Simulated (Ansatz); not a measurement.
Calculated with Ansatz (gas phase, PBE0-D4/def2-TZVP geometries, no zero-point term in ΔE). CCSD(T)/CBS is the MP2 limit (def2-TZVPP, def2-QZVPP) plus CCSD(T) − MP2 in def2-TZVPP, frozen cores. This one scheme is used for every species. Double bonds are as drawn, so ΔE can hold a change between cis and trans. DFT in def2-TZVPP. For Ge outer-core shells are correlated without core-valence functions, which leaves a few kJ/mol of doubt a bond. Scalar relativity is left out up to krypton. One conformer a species, not always the lowest.

`C/N=C/S` + GeH₄ → `C/N=[CH]\[GeH3]` + H₂S  (formal exchange of groups at a C–S bond)

| species | ωB97X-V energy (Eh) |
| --- | --- |
| `C/N=C/S` | -532.10043 |
| GeH₄ | -2079.19736 |
| `C/N=[CH]\[GeH3]` | -2211.95389 |
| H₂S | -399.34253 |

**Question.** Work out ΔE.

**Answer.** ΔE = (-2211.95389) + (-399.34253) − (-532.10043) − (-2079.19736) = 0.00137 Eh = +3.6 kJ/mol. CCSD(T)/CBS gives -3.5 kJ/mol.

Largest T1 diagnostic among the species: 0.013.

In def2-TZVPP, CCSD(T) changes the Hartree–Fock value by −8.7 kJ/mol (the triples alone add +0.6 kJ/mol) and MP2 by −4.8 kJ/mol. The D4 term adds −3.2 kJ/mol with B3LYP and −1.9 kJ/mol with PBE0; it sums over pairs of atoms, weighted by their polarisabilities, and B3LYP, whose exchange is more repulsive, gets the larger term.

B3LYP here is the variant with VWN-RPA as its local correlation; programs differ in this.
